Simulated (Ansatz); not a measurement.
C₄H₅NO, SMILES Nc1ccco1.

Geometry: B3LYP-D3(BJ)/def2-SVP. Other conformers were not sampled.

Two levels are set side by side: PBE/def2-SVPD (Ansatz, an electronic-structure program) and CAM-B3LYP/def2-SVPD (Ansatz). Energy differences of separate SCF runs at the same geometry; the states with an electron removed or added have multiplicity 2 and 2. Differences are taken from unrounded values.

| quantity | CAM-B3LYP |
|---|---|
| vertical ionisation energy (eV) | 7.73 |
| vertical singlet–triplet gap (eV) | 3.84 |

Question: What does PBE give, and how far is it from CAM-B3LYP? (Estimate from the structure and the level; the computed values follow.)

Answer: 
```tsv
quantity	PBE	PBE minus CAM-B3LYP
vertical ionisation energy (eV)	7.57	-0.16
vertical singlet–triplet gap (eV)	3.80	-0.04
```
